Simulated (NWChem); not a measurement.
System: CH4AlFSe; SMILES [Al]([SeH])([CH3])[F]

```xyz
8

Al     0.0511    -0.9641     0.0000
F      1.5835    -1.6245     0.0000
C     -1.4951    -2.1327     0.0000
H     -1.4752    -2.7889    -0.8858
H     -2.4511    -1.5879     0.0000
H     -1.4752    -2.7889     0.8858
Se     0.0265     1.3456     0.0000
H     -1.4457     1.3649     0.0000
```
Atoms are numbered in this order, from 1.

Program: NWChem. All runs use the structure optimised with PBE0/def2-SVP.

For level PBE0/def2-SVPD:

```
Property          Value
----------------  -----
orbital gap (eV)   6.70
```

How do the values read with level PBE0/def2-TZVPP instead?


| Item | Result |
|---|---|
| orbital gap (eV) | 6.92 |
